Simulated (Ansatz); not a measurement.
```csv
atom,x (Å),y (Å),z (Å)
C,-0.0098,-0.4102,-0.0535
O,-0.0017,-0.3926,1.1441
N,-0.0041,0.6814,-0.8453
H,0.0070,-1.3582,-0.6472
H,0.0098,0.5952,-1.8611
H,-0.0077,1.6074,-0.4321
```

Basis set: cc-pVDZ (spherical functions). Left uncorrelated: 3 orbitals. Charge 0, multiplicity 1.

Computed with Ansatz (development build ahead of 0.2.0); each method stands on the lowest determinant of its kind that the runs found. Restricted open shells among the atoms or ions are ROHF, correlated in semicanonical orbitals with singles.

The atomization energy at this shape (free ground-state atoms in the same class of orbitals less the molecule, no zero-point energy) of singlet CH₃NO:

```csv
method,atomization energy
RHF-MP2,22.81 eV
```

Question: What does RHF give?

Answer: 16.10 eV.
